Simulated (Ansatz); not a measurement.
Total energies of C2H6AlS (`[CH3][Al][S]C`) radical.

```xyz
10

C    -0.211   -1.686   -1.836
Al    0.481   -0.198   -0.754
S    -0.631    0.242    1.080
C     0.235    1.673    1.799
H    -0.967   -1.311   -2.534
H     0.571   -2.173   -2.422
H    -0.686   -2.432   -1.192
H     0.571    1.411    2.802
H     1.097    1.964    1.198
H    -0.458    2.511    1.860
```

Total charge 0; spin multiplicity 2. All single points use the PBE0-D4/def2-TZVP geometry. It is one conformer, not always the lowest. Basis def2-TZVPP, the Gaussian-basis code of Ansatz.

RPA on PBE orbitals: Hartree–Fock energy of these orbitals -718.69655 Eh, correlation -1.03413 Eh (frozen core).

```tsv
functional	energy without D4 (Eh)	D4 term (kJ/mol)
LDA (SPW92)	-717.30742	–
PBE	-720.07817	-19.9
revPBE	-720.35396	-57.9
BLYP	-720.45268	-43.6
r2SCAN	-720.39779	-4.7
PBE0	-720.14877	-16.9
B3LYP	-720.54707	-32.5
r2SCAN0	-720.38264	-5.6
HSE06 (plane-wave form)	-720.13023	-15.8
BHLYP	-720.44639	-26.7
```

Problem. Give the same for B97M-V, r2SCANh, CAM-B3LYP, LC-ωPBE, ωB97X-V, ωB97M-V, B2PLYP, PBE-QIDH. (Best estimate.)

Solution. Computed: 
```tsv
functional	energy without D4 (Eh)	D4 term (kJ/mol)
B97M-V	-720.34055	–
r2SCANh	-720.39138	-5.0
CAM-B3LYP	-720.46385	-17.3
LC-ωPBE	-720.25143	–
ωB97X-V	-720.37165	–
ωB97M-V	-720.40560	–
B2PLYP	-720.17635	–
PBE-QIDH	-719.96119	–
```

B3LYP takes the VWN-RPA correlation (the form of Gaussian; ORCA's B3LYP/G). HSE06 is the plane-wave form, built on full-range PBE exchange. The double hybrids freeze the cores in their second-order part.

LC-ωPBE has ω = 0.4 bohr⁻¹.
